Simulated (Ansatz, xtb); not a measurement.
# CHB2FO: which of two isomers lies lower

Structure X is `O=BC=BF`, a singlet and structure Y is `OB=C=BF`, a singlet. Both are isolated molecules in the gas phase, relaxed with r2SCAN-D4/def2-SVP; the shapes shown needn't be the lowest conformers.

X (Å):

```tsv
atom	x (Å)	y (Å)	z (Å)
C	-1.8313	-0.4998	1.1066
B	-3.2048	0.0827	1.2159
B	-1.2209	-1.0445	2.2344
F	-0.6809	-1.5380	3.2799
O	-4.3212	0.5525	1.3201
H	-1.3163	-0.4931	0.1391
```

Y (Å):

```xyz
6

C    -1.9727   -0.4992    2.0888
B    -1.9596   -0.4289    0.7209
B    -1.9867   -0.5692    3.4461
F    -1.9998   -0.6357    4.7350
O    -1.9043   -0.3498   -0.5950
H    -2.7132   -0.5426   -1.0848
```

Q: Estimate which is lower in electronic energy at CCSD(T)/def2-TZVP, and by roughly how much.

A: The CCSD(T)/def2-TZVP calculation puts structure X lower, by 23.8 kcal/mol.

How the difference moves with the method:

| level | geometry | E(Y) − E(X) (kcal/mol) | departure from the last row (kcal/mol) | job, with rough time for the two |
| --- | --- | --- | --- | --- |
| GFN2-xTB | GFN2-xTB | +25.5 | +1.7 | optimisation, 0.22 s |
| HF/STO-3G | GFN2-xTB | +42.7 | +18.9 | single point, 0.32 s |
| r2SCAN-D4/def2-SVP//GFN2-xTB | GFN2-xTB | +21.1 | −2.7 | single point, 2.1 s |
| r2SCAN-D4/def2-SVP | r2SCAN-D4/def2-SVP | +21.5 | −2.3 | optimisation, 20 s |
| HF/def2-TZVP | r2SCAN-D4/def2-SVP | +22.9 | −0.9 | part of the CCSD(T) run |
| MP2/def2-TZVP | r2SCAN-D4/def2-SVP | +23.3 | −0.5 | part of the CCSD(T) run |
| CCSD(T)/def2-TZVP | r2SCAN-D4/def2-SVP | +23.8 |  | single point, 50 s |

As drawn, Y has 1 B–O, 1 C=B, 1 O–H in place of 1 B=O, 1 C–B, 1 C–H.

The levels shown agree on the order. The largest departure from CCSD(T)/def2-TZVP is that of HF/STO-3G, 18.9 kcal/mol.

With harmonic frequencies from r2SCAN-D4/def2-SVP (ideal gas, rigid rotor, one conformer each, 400 K, 1 atm): on the last row, ΔE + ΔZPE = +24.0, ΔH = +24.4, ΔG = +24.6 kcal/mol.

The correlated steps freeze 5 core orbitals. Codes used: Ansatz 0.2.0, xtb 6.7.1; the last row on 2 threads of Intel(R) Xeon(R) Platinum 8259CL CPU @ 2.50GHz (Skylake/Cascade Lake) on a shared host.
